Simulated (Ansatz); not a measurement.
The cluster Ag₃Cl₄⁻. The state is a singlet with charge -1. Geometry PBE-D4/def2-SVPD.

```xyz
7

Ag    1.2469   -1.0072    0.3218
Ag   -0.0304    1.5696    0.4563
Ag   -1.4109   -0.6539   -0.8715
Cl   -0.2325   -2.7646   -0.8832
Cl    0.6189    0.1805    2.5541
Cl   -2.3574    1.5631   -0.6899
Cl    2.1655    1.1125   -0.8877
```

In the def2 sets Ag takes a core potential; there is no spin–orbit coupling. HSE06 is defined as in plane-wave codes, on full-range PBE exchange. No other spin state of charge -1 was run. Another isomer (singlet) lies 0.15 eV lower at PBE0-D4/def2-TZVPD; other spin states weren't run for this one.

Q: Estimate the orbital energies around the gap (eV) in Ansatz with PBE-D4/def2-TZVPD, r2SCAN-D4/def2-TZVPD, PBE0-D4/def2-TZVPD, HSE06-D4/def2-TZVPD, BHLYP-D4/def2-TZVPD.

A: 
| orbital | PBE-D4/def2-TZVPD | r2SCAN-D4/def2-TZVPD | PBE0-D4/def2-TZVPD | HSE06-D4/def2-TZVPD | BHLYP-D4/def2-TZVPD |
| --- | --- | --- | --- | --- | --- |
| HOMO−9 | -3.80 | -4.07 | -5.24 | -4.83 | -6.52 |
| HOMO−8 | -3.58 | -3.86 | -5.19 | -4.79 | -6.43 |
| HOMO−7 | -3.44 | -3.71 | -4.84 | -4.43 | -6.10 |
| HOMO−6 | -3.13 | -3.37 | -4.59 | -4.18 | -5.93 |
| HOMO−5 | -3.06 | -3.29 | -4.43 | -4.02 | -5.71 |
| HOMO−4 | -2.89 | -3.17 | -4.22 | -3.82 | -5.45 |
| HOMO−3 | -2.80 | -3.04 | -4.19 | -3.79 | -5.43 |
| HOMO−2 | -2.66 | -2.90 | -4.02 | -3.61 | -5.25 |
| HOMO−1 | -2.54 | -2.79 | -3.90 | -3.50 | -5.14 |
| HOMO | -2.16 | -2.37 | -3.45 | -3.05 | -4.65 |
| LUMO | 0.72 | 0.98 | 1.54 | 1.19 | 2.23 |
| LUMO+1 | 1.46 | 1.76 | 2.31 | 1.96 | 2.96 |
| LUMO+2 | 1.52 | 1.82 | 2.38 | 2.02 | 3.03 |
| LUMO+3 | 2.33 | 2.64 | 3.02 | 2.68 | 3.72 |
| LUMO+4 | 2.75 | 3.13 | 3.32 | 3.01 | 3.76 |
| LUMO+5 | 3.11 | 3.66 | 3.58 | 3.32 | 3.88 |
